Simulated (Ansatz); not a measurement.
Consider the redistribution: `FB(F)S` + `C[CH2][Al]([NH2])[OH]` → `CCB(F)S` + `[NH2][Al]([OH])[F]`.

Calculated with Ansatz (gas phase, PBE0-D4/def2-TZVP geometries, no zero-point term in ΔE). CCSD(T)/CBS adds triple-zeta CCSD(T) − MP2 to the extrapolated MP2 energy (def2 sets, frozen cores). This one scheme is used for every species. DFT in def2-TZVPP. Each species was taken in one conformer, which may not be the lowest.

```csv
level,ΔE (kJ/mol)
r2SCAN0-D4,-58.1
B2PLYP,-60.3
```

Question: What does CCSD(T)/CBS give? (Estimate.)

Answer: Ansatz gave: -63.3 kJ/mol. The listed levels differ from it by 5.2, 3.0 kJ/mol.

Largest T1 diagnostic among the species: 0.013.

Leaving LDA and LC-ωPBE aside and taking each functional with its dispersion term where it has one, the values, not all of them listed here, spread over 8.3 kJ/mol, from B2PLYP to PBE-D4. LDA lies +3.8 kJ/mol from PBE without D4. From BLYP to BHLYP (50 % exact exchange), in def2-TZVPP and without D4, ΔE moves by −4.6 kJ/mol. At CCSD(T), def2-SVP lies +13.4 kJ/mol from the extrapolated value and def2-TZVPP +4.0 kJ/mol.
